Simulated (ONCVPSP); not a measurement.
## An all-electron radial function and its pseudo partner (cadmium)

Columns: radius, all-electron u(r) and pseudo u(r) of the 4s shell (level -105.92 eV) of cadmium in the configuration [Ar] 3d10 4s2 4p6 4d10 5s2; PBE, scalar-relativistic, ONCV scheme, ONCVPSP 4.0.1.

```json
{"r (bohr)": "0.078", "all-electron": "0.4352", "pseudo": "0.0150"}
{"r (bohr)": "0.155", "all-electron": "-0.0242", "pseudo": "0.0577"}
{"r (bohr)": "0.232", "all-electron": "-0.6200", "pseudo": "0.1472"}
{"r (bohr)": "0.310", "all-electron": "-0.6328", "pseudo": "0.2911"}
{"r (bohr)": "0.388", "all-electron": "-0.2425", "pseudo": "0.4792"}
{"r (bohr)": "0.465", "all-electron": "0.2534", "pseudo": "0.6870"}
{"r (bohr)": "0.542", "all-electron": "0.6892", "pseudo": "0.8886"}
{"r (bohr)": "0.620", "all-electron": "1.0030", "pseudo": "1.0585"}
{"r (bohr)": "0.698", "all-electron": "1.1818", "pseudo": "1.1733"}
{"r (bohr)": "0.775", "all-electron": "1.2477", "pseudo": "1.2243"}
{"r (bohr)": "0.852", "all-electron": "1.2327", "pseudo": "1.2154"}
{"r (bohr)": "0.930", "all-electron": "1.1628", "pseudo": "1.1552"}
{"r (bohr)": "1.008", "all-electron": "1.0617", "pseudo": "1.0596"}
{"r (bohr)": "1.085", "all-electron": "0.9479", "pseudo": "0.9475"}
{"r (bohr)": "1.162", "all-electron": "0.8314", "pseudo": "0.8312"}
{"r (bohr)": "1.240", "all-electron": "0.7180", "pseudo": "0.7178"}
{"r (bohr)": "1.318", "all-electron": "0.6133", "pseudo": "0.6131"}
{"r (bohr)": "1.395", "all-electron": "0.5204", "pseudo": "0.5203"}
{"r (bohr)": "1.472", "all-electron": "0.4386", "pseudo": "0.4385"}
{"r (bohr)": "1.550", "all-electron": "0.3667", "pseudo": "0.3666"}
{"r (bohr)": "1.628", "all-electron": "0.3052", "pseudo": "0.3051"}
{"r (bohr)": "1.705", "all-electron": "0.2536", "pseudo": "0.2535"}
{"r (bohr)": "1.782", "all-electron": "0.2101", "pseudo": "0.2100"}
{"r (bohr)": "1.860", "all-electron": "0.1731", "pseudo": "0.1730"}
{"r (bohr)": "1.938", "all-electron": "0.1423", "pseudo": "0.1423"}
{"r (bohr)": "2.015", "all-electron": "0.1170", "pseudo": "0.1170"}
```

Task: How many radial nodes do the two functions have?

Result: The all-electron 4s function has n − l − 1 = 3 (the table is too coarse to show those close to the nucleus); the pseudo-wave has 0, since the states of the same l below it are removed with the core.

Task: At about which radius was the pseudo-wave matched?

Result: 1.25 bohr. The columns agree to 0.0005 from 1.08 bohr on; several derivatives are matched, so the curves merge somewhat inside the radius.

Task: Where does each function peak?

Result: Outermost all-electron maximum near 0.78 bohr, pseudo maximum near 0.78 bohr (to the table’s step).

Task: Is the pseudo-wave norm-conserving?

Result: Yes: the ONCV scheme keeps the norm inside the radius equal to the all-electron one, which fixes the energy derivative of the logarithmic derivative at the level.
